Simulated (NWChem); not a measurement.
Species: TeBrF; SMILES F[Te]Br

```xyz
3

Te     0.2546     0.8394     0.0000
F     -1.6194     1.3289     0.0000
Br     0.0021    -1.6376     0.0000
```
Atoms are numbered in this order, from 1.

Level: PBE0/def2-SVP with def2 effective core potentials on Te (NWChem), optimised geometry, unscaled harmonic frequencies. This build's default masses of Se (78.918 u) and Br (79.917 u) are each other's, which moves their modes by up to 0.6 %. def2 effective core potentials on Te; no spin-orbit coupling.

```json
[
 {"frequency (cm⁻¹)": "142", "IR intensity (km/mol)": "3.5"},
 {"frequency (cm⁻¹)": "269", "IR intensity (km/mol)": "17.3"},
 {"frequency (cm⁻¹)": "631", "IR intensity (km/mol)": "53.7"}
]
```

```
Item                                                                               Result
-----------------------------------------------------------------------  ----------------
zero-point energy                                                            1.5 kcal/mol
thermal correction to the enthalpy at 298.15 K (with zero-point energy)      4.6 kcal/mol
heat capacity Cv                                                         10.6 cal/(mol K)
entropy at 298.15 K and 1 atm (symmetry number 1)                        74.3 cal/(mol K)
```

Rigid rotor and harmonic oscillator.
